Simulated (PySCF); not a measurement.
Two-component Hartree-Fock for Yb⁺ (ytterbium, charge +1)

Start: [Xe] 4f14 6s1; 6s1/2 filled at m_j = +1/2. Calculated with PySCF 2.14 in x2c-SVPall-2c (7s10p9d3f1g, 112 functions): generalised Hartree-Fock with the X2C-1e Hamiltonian and a Gaussian nucleus; one run each with spin-orbit coupling (SO) switched off, then screened by Boettger's factors.

```csv
spinor shell,electrons,"ε, spin-free (eV)","ε, screened SO (eV)",weight of nominal j (screened SO),"rms radius, screened SO (bohr)"
1s1/2,2,-61649.5,-61634.2,1.000,0.0223
2s1/2,2,-10581.8,-10577.1,1.000,0.0901
2p1/2,2,-9326.1,-10070.4,1.000,0.0768
2p3/2,4,-9326.1,-9017.3,1.000,0.0838
3s1/2,2,-2445.7,-2444.3,1.000,0.231
3p1/2,2,-2060.1,-2220.5,1.000,0.222
3p3/2,4,-2060.1,-1992.7,1.000,0.237
3d3/2,4,-1587.0,-1615.9,1.000,0.210
3d5/2,6,-1587.0,-1566.6,1.000,0.214
4s1/2,2,-513.81,-513.46,1.000,0.519
4p1/2,2,-384.81,-421.46,1.000,0.531
4p3/2,4,-384.81,-369.44,1.000,0.564
4d3/2,4,-211.85,-217.65,1.000,0.600
4d5/2,6,-211.85,-207.79,1.000,0.612
5s1/2,2,-72.588,-72.547,1.000,1.31
5p1/2,2,-40.240,-44.830,1.000,1.49
5p3/2,4,-40.240,-38.358,1.000,1.61
4f5/2,6,-19.916,-20.721,1.000,0.850
4f7/2,8,-19.916,-19.153,1.000,0.868
6s1/2,1,-11.230,-11.235,1.000,4.04
```

```csv
quantity,spin-free,screened SO
E (hartree),-14048.43274,-14061.52571
M_J,1/2,1/2
⟨J²⟩,0.750,0.750
⟨L²⟩,0.000,0.106
⟨S²⟩,0.750,0.857
```

Breit and QED terms are absent; they matter most for the inner s and p1/2 levels.

Densities and radii are taken from the X2C orbitals without a picture-change correction, which distorts them close to the nucleus.

Without spin-orbit coupling the j labels of p, d and f shells carry no meaning; the spin-free column gives the mean over the occupied spinors of each nl shell.
